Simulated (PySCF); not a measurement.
An unknown is described by computed data only.

Formula: C6H7ClN; charge +1.

* NMR, other nuclei: isotropic shieldings of nuclei other than C and H, by class: 42 (1 N), 636 (1 Cl) ppm [GIAO KT2/pcSseg-1]
* Polarisability: 85.1 au [PBE0/def2-SVPD]
* 13C NMR: chemical shifts (computed TMS as zero) by class: 143.7 (1 C), 142.1 (1 C), 139.1 (1 C), 135.1 (1 C), 125.7 (1 C), 50.7 (1 C) ppm [GIAO KT2/pcSseg-1]
* 1H NMR: chemical shifts (computed TMS as zero) by class: 8.32 (1 H), 8.03 (1 H), 7.97 (1 H), 7.89 (1 H), 4.37 (3 H) ppm [GIAO KT2/pcSseg-1]
* Valence photoelectron: vertical ionisation energy: 14.33 eV [ΔSCF PBE0/def2-SVPD]
* UV, first state: lowest singlet excitation: 4.68 eV (265 nm, f = 0.062) [TDDFT PBE0/def2-SVPD]
* Rotational structure: rotational constants A, B, C: 3.424, 1.217, 0.903 GHz [PBE0-D3(BJ)/def2-SVP]
* UV, strongest line: among the 10 lowest singlet transitions: S9 at 7.45 eV (166 nm, f = 0.383) [TDDFT PBE0/def2-SVPD]

Electronic properties: PySCF, gas phase, density fitting. Levels stand in brackets. Geometry: PBE0-D3(BJ)/def2-SVP; no solvent, vibrations or thermal averaging. NMR values are class means; diastereotopic atoms form classes of their own.

Question: What is the compound? Reason from the data.

Answer: Numbering: `[CH3:1][n+:2]1[cH:3][cH:4][cH:5][c:6]([Cl:7])[cH:8]1`. 6 carbons fall into 6 classes; from least to most shielded: aromatic C–Cl carbon [C6] (143.7 ppm), aromatic CH carbon [C5] (142.1 ppm), aromatic CH next to a ring nitrogen [C8] (139.1 ppm), aromatic CH next to a ring nitrogen [C3] (135.1 ppm), aromatic CH carbon [C4] (125.7 ppm), N-methyl carbon [C1] (50.7 ppm). Hydrogen classes from least to most shielded: 1 H on an aromatic CH carbon, C5 (8.32 ppm), 1 H on an aromatic CH next to a ring nitrogen, C8 (8.03 ppm), 1 H on an aromatic CH next to a ring nitrogen, C3 (7.97 ppm), 1 H on an aromatic CH carbon, C4 (7.89 ppm), 3 H on an N-methyl carbon, C1 (4.37 ppm, a mean of values up to 0.6 ppm apart in this geometry). The other shieldings belong to: 42 ppm, pyridinium-type nitrogen [N2]; 636 ppm, aryl chlorine [Cl7]. S1 is mainly HOMO→LUMO (weight 0.92); the largest Löwdin shares of the orbital it empties are 0.41 on the aryl chlorine, 0.16 on the aromatic C–Cl carbon and 0.12 on each of 2 atoms of one kind (aromatic CH next to a ring nitrogen), of the orbital it fills 0.23 on an aromatic CH carbon, 0.21 on the pyridinium-type nitrogen, 0.15 on an aromatic CH next to a ring nitrogen and 0.14 on an aromatic CH next to a ring nitrogen. By its constants the optimised geometry is an asymmetric top. Structure: `c1[n+](cc(cc1)Cl)C`. The assignments are read from this structure; whether some other isomer fits the data as well wasn't checked.
